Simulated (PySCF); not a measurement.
F2H3MoNO2, SMILES [OH][Mo]([F])(=[NH])([F])[OH], multiplicity 1. Atoms are numbered in the order given.

```xyz
9

Mo     0.0342    -0.0229     0.0354
N     -0.0278    -0.2120     1.7247
H     -0.0874    -0.0384     2.7266
F      1.8742     0.0333    -0.2682
F     -1.8309     0.2013    -0.2636
O      0.0620     1.7864    -0.5358
H     -0.7869     2.2317    -0.6778
O     -0.1101    -1.7034    -0.7751
H     -0.3718    -2.5235    -0.3328
```

Coordinates come from a B3LYP-D3(BJ)/def2-SVP optimisation. The multiplicity is an assumed one; no other spin state was optimised. The structure was generated by enumeration; whether it is a known compound was not checked. The def2 effective core potentials stand for the cores of Mo; spin–orbit coupling is left out. One conformer was computed; it need not be the lowest.

The numbers are results of B3LYP-D3(BJ)/def2-SVP (PySCF), not measurements.

Frequencies are harmonic and unscaled.

```
mode  ν (cm⁻¹)  IR (km/mol)   moving atoms (share of kinetic energy)
----  --------  -----------  ---------------------------------------
1          101         11.2                   O 43 %, F 37 %, H 15 %
2          140         39.7                   H 52 %, O 18 %, F 17 %
3          219         20.9    F 54 %, O 18 %, H 11 %, N 9 %, Mo 8 %
4          251         31.6           O 33 %, F 28 %, H 20 %, N 17 %
5          266          0.5  F 28 %, Mo 22 %, N 21 %, O 16 %, H 13 %
6          272          6.0  N 22 %, H 21 %, F 20 %, O 19 %, Mo 18 %
7          302         13.7                   H 41 %, O 27 %, F 16 %
8          356         18.3                   O 46 %, F 33 %, H 18 %
9          389        134.0                           H 78 %, O 12 %
10         499        277.2                            H 85 %, N 9 %
11         558         77.0                           H 58 %, N 33 %
12         578         29.2                           F 67 %, O 26 %
13         629         77.5                   H 56 %, O 22 %, F 13 %
14         646        261.1                   H 35 %, O 33 %, F 23 %
15         703        193.2                  F 51 %, O 32 %, Mo 13 %
16         734        187.6          H 40 %, O 35 %, F 12 %, Mo 11 %
17         758         59.6                  O 40 %, H 36 %, Mo 22 %
18        1065        102.3                          N 78 %, Mo 15 %
19        3612        265.3                                   H 92 %
20        3818        194.8                                   H 94 %
21        3840        226.6                                   H 94 %
```
